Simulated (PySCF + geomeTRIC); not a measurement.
Calculation: PySCF + geomeTRIC with B3LYP-D3(BJ)/def2-TZVP. fastk is a local helper that only speeds up exchange builds. No frequencies were computed at this level.

```python
import json, numpy as np
from pyscf import gto, dft
from fastk import lowrank_exchange
atoms = """
B     -0.579032    -0.054107    -0.007631
S      1.058991    -0.667503     0.081338
H     -0.779419     1.090016    -0.112223
H     -1.436969    -0.842862     0.043288
H      1.736428     0.474456    -0.004771
"""
def scf(charge, spin, dm0=None):
    mol = gto.M(atom=atoms, basis='def2-tzvp', ecp={}, charge=charge, spin=spin, verbose=3, max_memory=5040)
    mf = dft.KS(mol, xc='b3lyp').density_fit(auxbasis="def2-universal-jkfit")
    mf.disp = 'd3bj'
    mf.grids.level = 3
    mf.conv_tol = 1e-8
    mf.max_cycle = 60
    mf.kernel(dm0)
    if not mf.converged:
        mf = mf.newton().run(mf.mo_coeff, mf.mo_occ).undo_soscf()
    return mf
mf = scf(0, 0)
from pyscf.geomopt.geometric_solver import kernel as optimize
path = []
done, mol = optimize(mf, maxsteps=80, assert_convergence=False, callback=lambda env: path.append((env["energy"], bool(env["g_scanner"].converged))))
res = dict(converged=bool(done and path[-1][1]), energy=path[-1][0], path=[e for e, c in path], xyz=mol.atom_coords(unit="Angstrom").tolist(), nao=mol.nao)
json.dump(res, open("result.json", "w"))
```

Output:

```
converged SCF energy = -424.905256595187
Geometry optimization cycle 1
converged SCF energy = -424.905256595204
cycle 1: E = -424.905256595  dE = -424.905  norm(grad) = 0.0202604
Geometry optimization cycle 2
converged SCF energy = -424.905912965909
cycle 2: E = -424.905912966  dE = -0.000656371  norm(grad) = 0.00245555
Geometry optimization cycle 3
converged SCF energy = -424.905925962319
cycle 3: E = -424.905925962  dE = -1.29964e-05  norm(grad) = 0.00152411
Geometry optimization cycle 4
converged SCF energy = -424.905932966041
cycle 4: E = -424.905932966  dE = -7.00372e-06  norm(grad) = 0.000417465
Geometry optimization cycle 5
converged SCF energy = -424.905933158684
cycle 5: E = -424.905933159  dE = -1.92643e-07  norm(grad) = 0.000115033
<class 'geometric.internal.Distance'> : 4
<class 'geometric.internal.Angle'> : 3
<class 'geometric.internal.OutOfPlane'> : 1
<class 'geometric.internal.Dihedral'> : 2
<class 'geometric.internal.TranslationX'> : 1
<class 'geometric.internal.TranslationY'> : 1
<class 'geometric.internal.TranslationZ'> : 1
<class 'geometric.internal.RotationA'> : 1
<class 'geometric.internal.RotationB'> : 1
<class 'geometric.internal.RotationC'> : 1
Step    0 : Gradient = 9.061e-03/1.207e-02 (rms/max) Energy = -424.9052565952
Step    1 : Displace = 2.213e-02/3.629e-02 (rms/max) Trust = 1.000e-01 (=) Grad = 1.098e-03/1.839e-03 (rms/max) E (change) = -424.9059129659 (-6.564e-04) Quality = 0.988
Step    2 : Displace = 9.830e-03/1.621e-02 (rms/max) Trust = 1.414e-01 (+) Grad = 6.816e-04/9.276e-04 (rms/max) E (change) = -424.9059259623 (-1.300e-05) Quality = 0.484
Step    3 : Displace = 3.238e-03/4.588e-03 (rms/max) Trust = 1.414e-01 (=) Grad = 1.867e-04/3.484e-04 (rms/max) E (change) = -424.9059329660 (-7.004e-06) Quality = 1.053
Step    4 : Displace = 2.747e-04/3.812e-04 (rms/max) Trust = 2.000e-01 (+) Grad = 5.144e-05/1.010e-04 (rms/max) E (change) = -424.9059331587 (-1.926e-07) Quality = 1.287
Converged! =D
```

Cost: roughly 15 core-seconds.
